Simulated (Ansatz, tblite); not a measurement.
Forces on Sn6Te12 at its PBE-D4/def2-SVP geometry. The state is a singlet with charge 0.

In the def2 sets Sn, Te take a core potential; there is no spin–orbit coupling. The xTB rows come from tblite. Single mean-field runs in def2-SVP are fitted with def2-universal-jkfit. The restricted singlet is unstable towards broken spin symmetry in Hartree–Fock (as tested in another run); at PBE-D4/def2-SVP this wasn't settled. The structure comes from a short search, and lower isomers may exist.

GFN1-xTB (tblite), largest force 2.09 eV/Å:

```xyz
18
positions Å, forces eV/Å
Sn    0.067   -1.531    1.504    0.232    0.506   -0.433
Sn    0.002    0.539    4.576   -0.049   -0.162   -2.079
Sn    0.282   -1.368   -4.374    0.358    1.009    1.490
Sn    0.332    3.173    0.828   -0.071   -0.750   -0.276
Sn   -3.108    1.599   -2.024    1.223   -0.816    0.156
Sn    0.133   -3.448   -2.070    0.050    1.552    0.748
Te   -0.372    3.662    3.512   -0.265   -1.926   -0.360
Te    2.691    0.035   -3.656   -1.064   -0.481    0.412
Te   -1.467    0.996   -4.377    0.498   -0.033    1.442
Te    2.300   -0.169    2.930   -1.255    0.369   -0.665
Te   -0.347    2.547   -2.053   -0.778   -1.376    0.131
Te    2.308   -2.791   -0.292   -1.598    1.135   -0.323
Te    0.136   -2.448    4.190    0.163    1.518   -0.440
Te   -1.640    1.328    2.005    1.421   -0.304    0.481
Te   -3.247   -0.528    0.024    1.014    0.630   -0.270
Te    2.828    1.767    0.870   -1.019   -0.827    0.321
Te   -2.135   -3.087   -0.277    0.931    1.012    0.003
Te    1.235   -0.277   -1.316    0.206   -1.056   -0.338
```

GFN2-xTB (tblite), largest force 2.20 eV/Å:

```
Sn 0.771 0.850 0.123
Sn 0.431 -0.951 -1.933
Sn 0.469 1.071 1.142
Sn 0.048 -0.753 0.773
Sn 0.762 -1.277 0.825
Sn -0.102 1.180 1.061
Te -0.078 -0.760 -0.459
Te -1.207 -0.508 0.677
Te 0.480 -0.096 1.121
Te -1.362 0.458 -0.334
Te -0.804 -0.793 -0.881
Te -1.520 0.847 -0.139
Te -0.082 0.896 -0.645
Te 1.350 0.024 0.614
Te 0.505 0.501 -1.401
Te -0.833 -0.468 0.227
Te 0.834 0.932 -0.008
Te 0.337 -1.152 -0.761
```

PBE-D4/def2-SVP (Ansatz), largest force 0.04 eV/Å:

```
Sn 0.007 0.002 -0.008
Sn -0.004 0.003 -0.004
Sn 0.020 0.012 0.003
Sn 0.001 0.001 0.020
Sn -0.019 -0.005 -0.010
Sn -0.001 0.010 -0.003
Te 0.001 0.013 -0.005
Te -0.002 0.004 -0.011
Te -0.002 0.002 0.018
Te -0.013 -0.015 0.007
Te 0.005 -0.006 -0.035
Te -0.002 -0.027 -0.001
Te 0.010 0.002 0.009
Te -0.003 0.002 0.009
Te -0.005 -0.007 0.012
Te 0.004 0.000 -0.014
Te 0.003 0.008 -0.008
Te 0.001 0.001 0.020
```
